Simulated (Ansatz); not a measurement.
F$_{2}$MoO$_{2}$ (`[O]=[Mo](=[O])([F])[F]`), relaxed with RKS PBE0-D4/def2-TZVP in Ansatz 0.2.0 from a PBE-D4/def2-SVP geometry. The force threshold is 0.005 eV/Å; the program also tests the step.

The species carries charge 0 and has multiplicity 1. Mo takes the def2 core potential.

Start:

```xyz
5

O    -0.553    1.304   -0.924
Mo   -0.006    0.001   -0.003
O    -1.321   -1.042    0.166
F     0.522    0.603    1.667
F     1.358   -0.866   -0.907
```

Task: By how much does the energy fall, and how many steps does the optimiser take? (Best estimate.)

Result: Ansatz gave: 4.63 kJ/mol, in 3 steps.

Task: Which bonds change most? (Estimate.)

Result: Computed: O1–Mo2 from 1.687 to 1.663 Å; Mo2–O3 from 1.687 to 1.663 Å; Mo2–F5 from 1.852 to 1.836 Å; Mo2–F4 from 1.852 to 1.836 Å.

Task: Give the relaxed structure. (An estimate is asked.)

Result: The calculation gave: 
```xyz
5

O    -0.549    1.289   -0.914
Mo   -0.015    0.002   -0.006
O    -1.308   -1.029    0.163
F     0.525    0.593    1.646
F     1.348   -0.854   -0.889
```
